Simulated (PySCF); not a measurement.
Order these species by their calculated properties.

All species are isolated and taken at one optimised geometry, non-relativistic unless stated. Electronic properties by PySCF.

The conformers computed, where there is a choice (atom-mapped SMILES and torsion angles):
- `[CH3:1][O:2][c:3]1[cH:4][cH:5][n-:6][c:7]1[F:8]`: C1–O2–C3–C4 180°
- `[CH3:1][C:2](=[S:3])[SiH:4]([SiH3:5])[SiH3:6]`: C1–C2–Si4–Si5 117°
- `[CH2+:1][C:2]([CH3:3])[CH2:4][c:5]1[cH:6][n:7][s:8][n:9]1`: C1–C2–C4–C5 144°, C2–C4–C5–C6 -170°
- `[CH2:1][C:2]1=[C:3]([CH2:4][CH3:5])[C@H:6]1[CH2:7][F:8]`: C2–C3–C4–C5 -111°, C3–C6–C7–F8 -82°
- `[SiH3:1][S:2][SiH:3][Cl:4]`: Si1–S2–Si3–Cl4 -175°
- `[O:1]=[C:2]([C:3]([F:4])[F:5])[C:6]([F:7])([F:8])[F:9]`: O1–C2–C3–F4 180°, O1–C2–C6–F7 0°

Task: Rank by smallest rotational constant, lowest first (GFN2-xTB).
A. `CC(=S)[SiH]([SiH3])[SiH3]`
B. `COc1cc[n-]c1F`
C. `[CH2][C@@H]1C[C@@H](F)/C1=C/C` [radical]
D. `N#Cc1c(Cl)csc1F`
E. `[CH2]C1=C(CC)[C@H]1CF` [radical]
F. `[C]([CH2+])(C)Cc1cnsn1` [radical]

Result: D (0.653 GHz), F (0.710 GHz), A (0.825 GHz), E (0.994 GHz), C (1.154 GHz), B (1.304 GHz).

Task: Give the two extremes of that set in cm⁻¹.

Result: `N#Cc1c(Cl)csc1F`: 0.0218 cm⁻¹; `COc1cc[n-]c1F`: 0.0435 cm⁻¹.

Task: Rank by isotropic g value, lowest first (unrestricted B3LYP/pcH-1, mean-field spin–orbit at GFN2-xTB geometries).
A. `[CH2]C1=C(CC)[C@H]1CF` [radical]
B. `[SiH](Cl)S[SiH3]` [radical]
C. `O=C([C](F)F)C(F)(F)F` [radical]
D. `N#C[SiH]1[SiH2][SiH][SiH2]1` [radical]
E. `[CH2+][C](C)Cc1cnsn1` [radical]

Result: A (2.00265), E (2.00339), D (2.00509), C (2.00556), B (2.00725).

Task: By how much do the two ends of that ranking differ?

Result: By 0.00460, between `[SiH3]S[SiH]Cl` [doublet state] and `[CH2]C1=C(CC)[C@H]1CF` [doublet state].
